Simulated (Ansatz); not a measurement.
Gas-phase electronic energies from Ansatz, PBE0-D4/def2-TZVP geometries. CBS: MP2 limit from def2 TZ/QZ plus the TZ coupled-cluster correction, frozen cores. This one scheme is used for every species. DFT in def2-TZVPP. Each species was taken in one conformer, which may not be the lowest.

Consider the substitution at a C–C bond: `CC[SiH](O)O` + H–F → `O[SiH](O)CF` + CH₄.

`CC[SiH](O)O`:

```xyz
13

C    -1.529   -0.178    0.951
C    -0.554   -0.732   -0.086
Si    0.734    0.494   -0.630
O     1.738   -0.108   -1.788
O     1.544    0.911    0.743
H    -1.004    0.133    1.857
H    -2.064    0.695    0.568
H    -2.278   -0.921    1.236
H    -1.090   -1.072   -0.978
H    -0.038   -1.614    0.313
H     0.148    1.697   -1.275
H     2.204   -0.922   -1.590
H     2.188    1.617    0.679
```

H–F:

```xyz
2

F    -0.162    0.363    0.232
H     0.162   -0.363   -0.232
```

`O[SiH](O)CF`:

Cartesian coordinates in Å:
```
O 0.912 -1.096 -1.064
Si 0.698 -0.081 0.206
O 0.702 -0.936 1.599
C -0.956 0.795 -0.068
F -1.029 1.180 -1.414
H 0.523 -0.818 -1.896
H 1.798 0.900 0.341
H 0.233 -1.772 1.612
H -1.076 1.693 0.547
H -1.805 0.134 0.137
```

CH₄:

Cartesian coordinates in Å:
```
C 0.000 0.000 0.000
H -0.738 -0.625 -0.502
H -0.324 0.195 1.022
H 0.101 0.944 -0.535
H 0.961 -0.513 0.015
```

(1) Is it downhill or uphill in electronic energy at CCSD(T)/CBS, and by how much? (Estimate.)

(2) What do these levels give: r2SCAN-D4, PBE0-D4, ωB97X-V, ωB97M-V, B2PLYP, PBE, r2SCAN, SCS-MP2/def2-TZVPP, MP2/def2-QZVPP, SCS-MP2/def2-QZVPP, HF/CBS(def2), MP2/CBS(def2)? (Best estimate.)

Largest T1 diagnostic among the species: 0.011.

Answers

(1) The calculation gave: Uphill: ΔE = +15.5 kcal/mol.

(2) Ansatz gave: r2SCAN-D4 11.9, PBE0-D4 14.1, ωB97X-V 12.0, ωB97M-V 12.8, B2PLYP 12.1, PBE 11.6, r2SCAN 11.5, SCS-MP2/def2-TZVPP 14.9, MP2/def2-QZVPP 17.7, SCS-MP2/def2-QZVPP 15.3, HF/CBS(def2) 9.5, MP2/CBS(def2) 18.0 kcal/mol.

From PBE to PBE0 (25 % exact exchange), in def2-TZVPP and without D4, ΔE moves by +1.5 kcal/mol. In def2-TZVPP, CCSD(T) changes the Hartree–Fock value by +5.4 kcal/mol (the triples alone add +0.4 kcal/mol) and MP2 by +7.9 kcal/mol. The D4 term adds +1.7 kcal/mol with B3LYP and +1.0 kcal/mol with PBE0; it sums over pairs of atoms, weighted by their polarisabilities, and B3LYP, whose exchange is more repulsive, gets the larger term.

B3LYP here is the variant with VWN-RPA as its local correlation; programs differ in this.
